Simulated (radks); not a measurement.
Neutral osmium, configuration [Xe] 4f14 5d6.5 6s1.5 (fractional occupations, a model configuration). Method: scalar-relativistic Kohn-Sham, r2SCAN, spin-polarised, spherical densities, finite nucleus; open shells are filled with parallel spins first (spin-orbit coupling, left out, can overturn this in heavy ions); meta-GGA in the generalised Kohn-Sham scheme; Fermi nuclear charge, rms radius 5.4126 fm; computed with a radial shooting solver on a logarithmic mesh with Libxc functionals. Some entries of the table are withheld. Estimate them.

| orbital | occ. | eigenvalue (eV) | <r^2> (bohr^2) |
|---|---|---|---|
| 1s down | 1 | -73940.91 | 0.0004336 |
| 1s up | 1 | -73940.90 | 0.0004336 |
| 2s up | 1 | -12903.54 | 0.006641 |
| 2s down | 1 | -12903.26 | 0.006641 |
| 2p up | 3 | -11234.20 | 0.005534 |
| 2p down | 3 | -11233.98 | 0.005533 |
| 3s up | 1 | -3012.076 | 0.04291 |
| 3s down | 1 | -3012.046 | 0.04291 |
| 3p up | 3 | -2519.647 | 0.04383 |
| 3p down | 3 | -2519.595 | 0.04383 |
| 3d up | 5 | -1968.231 | 0.03639 |
| 3d down | 5 | -1968.069 | 0.03639 |
| 4s up | 1 | -640.6115 | 0.2104 |
| 4s down | 1 | -640.3807 | 0.2104 |
| 4p up | 3 | -478.3741 | 0.2396 |
| 4p down | 3 | -478.1717 | 0.2397 |
| 4d up | 5 | -275.8494 | 0.2767 |
| 4d down | 5 | -275.6053 | 0.2765 |
| 5s up | 1 | -92.9543 | 1.155 |
| 5s down | 1 | -91.1624 | 1.137 |
| 5p up | 3 | -52.0340 | 1.578 |
| 4f up | 7 | -51.3143 | 0.3846 |
| 4f down | 7 | -50.9013 | 0.3798 |
| 5p down | 3 | -49.6389 | 1.543 |
| 6s up | 1 | -6.7375 | 9.664 |
| 5d up | 5 | -6.7179 | (1) |
| 6s down | 0.5 | -4.6799 | 11.90 |
| 5d down | 1.5 | -3.7917 | (2) |

Answer. 
(1) 5d up <r^2> (bohr^2): 3.993
(2) 5d down <r^2> (bohr^2): 4.552
